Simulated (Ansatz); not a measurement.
Reaction (redistribution): `CC(C)(C)O[Si]Cl` + `OBCCl` → `CC(C)(C)O[Si]O` + `ClBCCl`

Isolated molecules relaxed with PBE0-D4/def2-TZVP in Ansatz; ΔE leaves out vibrations. CBS: MP2 limit from def2 TZ/QZ plus the TZ coupled-cluster correction, frozen cores. DFT in def2-TZVPP. Each species was taken in one conformer, which may not be the lowest.

CCSD(T)/CBS gives +14.7 kcal/mol.

Question: Another level gave +13.4 kcal/mol. Which?
A. RPA@PBE/def2-TZVPP
B. LDA (SPW92)/def2-TZVPP
C. PBE-QIDH/def2-TZVPP
D. BLYP/def2-TZVPP

Answer: A. RPA@PBE/def2-TZVPP 13.4, PBE-QIDH 14.6, BLYP 16.0, LDA (SPW92) 17.1 kcal/mol.

Largest T1 diagnostic among the species: 0.013.

Leaving LDA and LC-ωPBE aside and taking each functional with its dispersion term where it has one, the values, not all of them listed here, spread over 2.4 kcal/mol, from PBE-QIDH to BLYP-D4. LDA lies +1.2 kcal/mol from PBE without D4. The D4 term adds +0.9 kcal/mol with B3LYP and +0.5 kcal/mol with PBE0; it sums over pairs of atoms, weighted by their polarisabilities, and B3LYP, whose exchange is more repulsive, gets the larger term. At CCSD(T), def2-SVP lies +2.6 kcal/mol from the extrapolated value and def2-TZVPP −0.7 kcal/mol.

B3LYP here is the variant with VWN-RPA as its local correlation; programs differ in this.
